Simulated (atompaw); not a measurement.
PBE PAW (atompaw) dataset for lithium, scalar-relativistic all-electron reference.

Input for atompaw 4.2.0.5:

```
Li 3
GGA-PBE scalarrelativistic loggrid 1500 logderivrange -6 5 276
2 2 0 0 0 0
2 0 0
2 1 1
0 0 0
v
v
v
2
3.00 2.40 2.25 2.75
n
y
0.25
n
y
-0.1
y
1.25
n
custom polynom2 7 10 vanderbiltortho besselshape
3 1 ultrasoft
0.55
3.00
3.00
3.00
3.00
3.00
PWSCFOUT
UPFDX 0.0125d0 UPFXMIN -7.d0 UPFZMESH 3.d0
END
```

Command:

```bash
atompaw < Li.input > Li.log
```

The program printed (summary file):

```
Completed calculations for Li (AE)

 Exchange-correlation type: GGA, Perdew-Burke-Ernzerhof

 Radial integration grid is logarithmic
 r0 =   2.3230853E-03 h =   6.9692560E-03   n =      1500 rmax =   8.0000000E+01

 Scalar relativistic calculation

 AEatom converged in  30 iterations
   nz     =   3.00
   delta  =       4.319440118063E-17

 All Electron Orbital energies:
  n  l      occupancy      energy
  1  0      2.0000000E+00 -3.9218917E+00
  2  0      0.0000000E+00 -2.4599622E-01
  2  1      1.0000000E+00 -1.1492080E-01

 Total energy
   Total                    :      -14.77304623683782

 ---
 Completed calculations for Li (SC)

 Exchange-correlation type: GGA, Perdew-Burke-Ernzerhof

 Radial integration grid is logarithmic
 r0 =   2.3230853E-03 h =   6.9692560E-03   n =      1500 rmax =   8.0000000E+01

 Scalar relativistic calculation

 SCatom converged in   1 iterations
   nz     =   3.00
   delta  =       6.157274911476E-17

 Valence Electron Orbital energies:
  n  l      occupancy      energy
   1  0      2.0000000E+00 -3.9218917E+00
   2  0      0.0000000E+00 -2.4599622E-01
   2  1      1.0000000E+00 -1.1492080E-01

 Total energy
   Total                    :      -14.77304623685493
   Valence                  :      -14.77304623685494

 PAW parameters:
       lmax =            2
         rc =    3.0004496019213001
        irc =         1029
   rc_shape =    2.4002010278457022
    rc_vloc =    2.2541355175618176
    rc_core =    2.7595387180808513
   Vloc: Non norm-conserving form with l= 3;e=   1.0000E+00
   Projector type: improved polynomial pseudization + Vanderbilt ortho.
   Bessel compensation charge shape zeroed at   2.4002E+00

 Number of basis functions     6
 No.   n  nodes  l      Energy         Cp coeff         Occ
  1    1    0    0   -0.3921892E+01 -0.2024509E-02  0.2000000E+01
  2    2    1    0   -0.2459962E+00  0.8994680E+01  0.0000000E+00
  3    2    0    1   -0.1149208E+00 -0.4712803E+03  0.1000000E+01
  4  999    1    1    0.2500000E+00 -0.2523161E+02  0.0000000E+00
  5  999    0    2   -0.1000000E+00 -0.5509415E+02  0.0000000E+00
  6  999    1    2    0.1250000E+01 -0.4074225E+01  0.0000000E+00

 Eigenvalues of overlap operator (in the basis of projectors):
    1        3.63755791E-01
    2        6.29820895E-01
    3        8.31253130E-01
    4        4.57139888E+01
    5        1.04691489E+03
    6        2.32793109E+04

 Orbital leakage outside PAW augmentation regions
   orb  is_core?  %out_of_sphere
   1 0    F           0.01
   2 0    F          66.73
   2 1    F          78.41

 Summary of PAW energies
   Total valence energy     :    -14.77182763877363
   Smooth energy            :    966.91287599208897
   One center               :   -981.68470363086260
   Smooth kinetic           :    986.49937383740928
   Vloc energy              :    -20.01475133149517
   Smooth exch-corr         :    -13.25549572927625
   One-center xc            :      9.74385899629767

  Detected negative values for pseudo core + nhat
    which may cause trouble
  Please try reducing rc_core and or adjusting compensation charge shape
```

The run took about 2 s on one core of a shared server CPU.
